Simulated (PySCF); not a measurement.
# Fe²⁺: excitation energy

Fe²⁺ [Ar] 3d6 (5D) → Fe²⁺ [Ar] 3d5 4s1 (7S), as a difference of total energies. All numbers are calculated (PySCF 2.14, scalar relativity by spin-free X2C-1e, in x2c-TZVPPall (6s5p4d2f1g, 64 functions)). Correlated levels: valence: [Ar] frozen; valence and next inner shell: [Ne] frozen. The calculations carry no spin-orbit coupling.

| method | excitation energy (cm⁻¹) |
| --- | --- |
| UHF | 19288 |
| LDA | 32710 |
| PBE | 33020 |
| PBE0 | 31617 |
| r2SCAN | 29377 |
| MN15 | 38094 |
| TPSSh | 34439 |
| wB97X | 36638 |
| HSE06 | 31349 |
| MP2 (valence) | 28640 |
| SCS-MP2 (valence) | 32205 |
| MP2 (valence and next inner shell) | 29834 |
| SCS-MP2 (valence and next inner shell) | 31490 |

A first-order spin-orbit estimate (lowest level to lowest level, LS coupling) adds 0.053 eV.

The basis was made for the ground configuration and has no added diffuse functions, so the excitation energy can come out too high.
